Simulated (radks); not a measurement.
Results of a calculation; reference values are marked as such.
Initial-state core-level shifts of the platinum ion Pt2+ when its valence configuration changes from [Xe] 4f14 5d8. Code: a radial shooting solver on a logarithmic mesh with Libxc functionals. Model: scalar-relativistic Kohn-Sham, LDA (Slater exchange, Perdew-Wang correlation), spin-polarised, spherical densities, finite nucleus; open shells are filled with parallel spins first (spin-orbit coupling, left out, can overturn this in heavy ions); Fermi nuclear charge, rms radius 5.427 fm. Shifts are changes of the shell-averaged eigenvalues in eV (positive: less bound); the change of the density at the nucleus, which sets a Mossbauer isomer shift, is in e/bohr^3, on a base of 2.107e+06.

valence                2s       3s       3p       5s  density at nucleus
4f13 5d8 6s1      -17.115  -18.939  -18.901   -7.932              +334.7
4f12 5d8 6s2      -35.393  -39.123  -39.044  -16.255              +707.6
4f14 5d6 6s2       -7.703   -7.558   -7.558   -7.000              +415.6
4f14 5d7 6p1       -5.294   -5.241   -5.241   -4.980               +11.7
4f11 5d8 6s2 6p1  -56.211  -61.934  -61.806  -26.329              +917.9
4f13.5 5d8 6p0.5   -9.237  -10.144  -10.125   -4.743               +69.2
4f13 5d9          -13.212  -15.103  -15.066   -4.380              +129.1
4f13 5d8 6p1      -18.725  -20.562  -20.524   -9.541              +141.1
4f13 5d7 6s1 6p1  -22.768  -24.518  -24.480  -13.128              +367.5
